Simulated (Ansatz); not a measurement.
`CC[Se][SiH3]` + H₂ → `C[Se][SiH3]` + CH₄ at 600 K and 1 bar (hydrogenolysis of a C–C bond).

Program: Ansatz. Geometries: PBE0-D4/def2-TZVP. ΔE: electronic, gas phase. CBS: MP2 limit from def2 TZ/QZ plus the TZ coupled-cluster correction, frozen cores. This one scheme is used for every species. For Se outer-core shells are correlated without core-valence functions, which leaves a few kJ/mol of doubt a bond. Scalar relativity is left out up to krypton. One conformer a species, not always the lowest.

| species | CCSD(T)/CBS energy (Eh) | H − E (kJ/mol) | S (J/(mol·K)) |
| --- | --- | --- | --- |
| `CC[Se][SiH3]` | -2770.72164 | 304.0 | 456.6 |
| H₂ | -1.17544 | 43.9 | 150.8 |
| `C[Se][SiH3]` | -2731.45956 | 216.2 | 403.0 |
| CH₄ | -40.46206 | 140.4 | 215.7 |

H − E and S are ideal-gas, rigid-rotor, harmonic terms from PBE0-D4/def2-TZVP, for one conformer and one mirror image of each species. For small species the MP2-based limit differs from directly extrapolated CCSD(T) by up to some mEh (0.8 for H₂); such offsets cancel only in part. 1 Eh = 2625.50 kJ/mol, R = 8.31446 J/(mol·K).

Q: By hand: ΔE, ΔH, ΔS and ΔG.

A: ΔE = (-2731.45956) + (-40.46206) − (-2770.72164) − (-1.17544) = -0.02454 Eh = -64.4 kJ/mol. Δ(H − E) = 216.2 + 140.4 − 304.0 − 43.9 = 8.7, so ΔH = -55.7 kJ/mol. ΔS = 403.0 + 215.7 − 456.6 − 150.8 = 11.3 J/(mol·K). ΔG = -55.7 − 600 × (11.3)/1000 = -62.5 kJ/mol.

Q: By hand: the equilibrium constant, and the temperature at which ΔG would vanish if ΔH and ΔS stayed fixed.

A: log₁₀ K = −ΔG/(RT ln 10) = 5.4. ΔH and −TΔS have one sign here, so there is no such temperature.

The number of gas molecules stays the same, so ΔS is small and ΔH decides. A doubt of 5 kJ/mol in ΔE shifts log₁₀ K by 0.4 here. Other conformers and mirror images would add mixing entropy, several J/(mol·K) or more a flexible species. Modes under 60 cm⁻¹, often nearly free rotors, make the harmonic entropy too high. These are equilibria of isolated gas molecules and say nothing of rates. Largest T1 diagnostic: 0.009 (customary marks: 0.02 for closed shells, 0.045 for open ones).

ΔS is within the doubt of such terms, so its sign, and with it that verdict, could turn.
